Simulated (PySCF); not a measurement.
# UHF on Os²⁺ (osmium, charge +2)

Configuration: [Xe] 4f14 5d5 6s1, high-spin 7S determinant (an excited configuration). Calculation: PySCF 2.14, in aug-cc-pwCVTZ-PP with ECP60MDF; scalar relativity through the core potential.

| Quantity | Value |
| --- | --- |
| Total energy | -89.267704 hartree |
| One-electron energy | -144.0941 hartree |
| Hartree (Coulomb) energy | 63.1660 hartree |
| Exchange energy | -8.3396 hartree |
| ⟨S²⟩ | 12.0031 |
| ⟨L²⟩ | 0.000 |
| Sum of ⟨r⟩ | 20.07 bohr |
| Sum of ⟨r²⟩ | 34.79 bohr² |
| Time after the integrals | 2.6 s of wall time on 1 thread of Neoverse-V1 (shared host) |

```json
{"shell": "5s α", "electrons": "1", "mean orbital energy (eV)": "-131.19", "rms radius, mean of both spins (bohr)": "1.09"}
{"shell": "5s β", "electrons": "1", "mean orbital energy (eV)": "-123.85", "rms radius, mean of both spins (bohr)": "1.09"}
{"shell": "5p α", "electrons": "3", "mean orbital energy (eV)": "-86.856", "rms radius, mean of both spins (bohr)": "1.25"}
{"shell": "5p β", "electrons": "3", "mean orbital energy (eV)": "-76.718", "rms radius, mean of both spins (bohr)": "1.25"}
{"shell": "5d α", "electrons": "5", "mean orbital energy (eV)": "-33.122", "rms radius, mean of both spins (bohr)": "1.76"}
{"shell": "6s α", "electrons": "1", "mean orbital energy (eV)": "-25.822", "rms radius, mean of both spins (bohr)": "2.75"}
```

Energies and moments cover only the electrons outside the core potential. Spin-orbit coupling, which splits the p, d and f shells strongly at this Z, is absent.
